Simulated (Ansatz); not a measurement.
Total energies of CH₄BNO (`N=CBO`).

```
atom   x (Å)   y (Å)   z (Å)
  N1  -0.847  -0.645   0.835
  C2  -0.688  -0.034  -0.270
  B3   0.790   0.485  -0.554
  O4   1.695   0.222   0.397
  H5  -1.804  -0.964   0.984
  H6  -1.519   0.119  -0.971
  H7   1.124   1.078  -1.538
  H8   1.250  -0.261   1.116
```

Charge 0, multiplicity 1. All single points use the PBE0-D4/def2-TZVP geometry. It is one conformer, not always the lowest. Basis def2-TZVPP, Ansatz.

RPA on PBE orbitals: Hartree–Fock energy of these orbitals -194.26029 Eh, correlation -1.12168 Eh (frozen core).

| functional | energy without D4 (Eh) | D4 term (kJ/mol) |
| --- | --- | --- |
| LDA (SPW92) | -193.79860 | – |
| PBE | -195.20119 | -11.0 |
| revPBE | -195.38195 | -39.6 |
| BLYP | -195.38782 | -25.2 |
| r2SCAN | -195.33001 | -2.6 |
| B97M-V | -195.41924 | – |
| PBE0 | -195.21090 | -9.0 |
| B3LYP | -195.45210 | -17.6 |
| r2SCANh | -195.31927 | -2.7 |
| r2SCAN0 | -195.30402 | -3.0 |
| HSE06 (plane-wave form) | -195.20069 | -8.3 |
| BHLYP | -195.33650 | -12.1 |
| CAM-B3LYP | -195.35668 | -9.0 |
| LC-ωPBE | -195.30975 | – |
| ωB97X-V | -195.37928 | – |
| ωB97M-V | -195.37002 | – |
| B2PLYP | -195.29190 | – |
| PBE-QIDH | -195.18132 | – |

B3LYP takes the VWN-RPA correlation (the form of Gaussian; ORCA's B3LYP/G). HSE06 is the plane-wave form, built on full-range PBE exchange. The double hybrids freeze the cores in their second-order part.

LC-ωPBE has ω = 0.4 bohr⁻¹.
